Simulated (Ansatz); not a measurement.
Basis-set extrapolation for C4H11Al, SMILES `CC[CH](C)[AlH2]` (PBE0-D4/def2-TZVP geometry, frozen core, Ansatz). Multiplicity 1, RHF reference.

```tsv
	def2-TZVPP	def2-QZVPP
HF	-399.837620	-399.852378
MP2 correlation	-0.795335	-0.845012
CCSD(T) correlation	-0.890268	not run
```

Energies in hartree. Use E(X) = E(∞) + A·exp(−7.88·√X) for Hartree–Fock and E(X) = E(∞) + B·X^(−2.97) for correlation, with X = 3 and 4, and add CCSD(T) minus MP2 of the smaller set to the MP2 limit.

Task: What is the CCSD(T) energy at the basis-set limit?

Result: HF limit: -399.852378 + (-0.014758) × 0.13774 = -399.85441. MP2 limit: -0.845012 + (-0.049677) × 0.74074 = -0.88181. Higher-order term: -0.890268 − (-0.795335) = -0.09493. Total: -400.83115 hartree, 2.81 eV below CCSD(T)/def2-TZVPP.
